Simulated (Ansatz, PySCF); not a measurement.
This PySCF input computes a CCSD(T)/cc-pVDZ energy:

```python
from pyscf import gto, scf, mp, cc as ccmod

mol = gto.M(
    atom='''
    H    -0.00000000   -0.00000000   -1.88531576
    B    -0.00000000   -0.00000000   -0.71513832
    O     0.00000000    0.00000000    0.49908626
    H     0.00000000    0.00000000    1.46831730
    ''',
    basis='cc-pvdz',
    charge=1,
    spin=0,
    verbose=4,
)

mf = scf.RHF(mol)
mf.conv_tol = 1e-10
mf.max_cycle = 100
mf.kernel()
mp2 = mp.MP2(mf, frozen=2).run()
cc = ccmod.CCSD(mf, frozen=2)
cc.max_cycle = 100
cc.kernel()
et = cc.ccsd_t()
print(f'E(CCSD(T)) = {cc.e_tot + et:.9f}')
```

### Question
Write an input for the same energy in Ansatz (a quantum-chemistry and plane-wave program) and say what it gives.

### Answer

Ansatz 0.2 input:
```yaml
crystal:
  periodic: [false, false, false]
  atoms:
    - {symbol: H, position_ang: [-0.00000000, -0.00000000, -1.88531576]}
    - {symbol: B, position_ang: [-0.00000000, -0.00000000, -0.71513832]}
    - {symbol: O, position_ang: [0.00000000, 0.00000000, 0.49908626]}
    - {symbol: H, position_ang: [0.00000000, 0.00000000, 1.46831730]}
basis:
  gaussian:
    orbitals: cc-pVDZ
total_charge: 1
magnetization: {spin_polarized: false}
correlation: {method: ccsd_t, electrons: outside_noble_gas}
```
It gives -100.72298 Eh, and PySCF -100.72298 Eh, a difference of 0.00 mEh.

It need not be the lowest isomer of its formula.
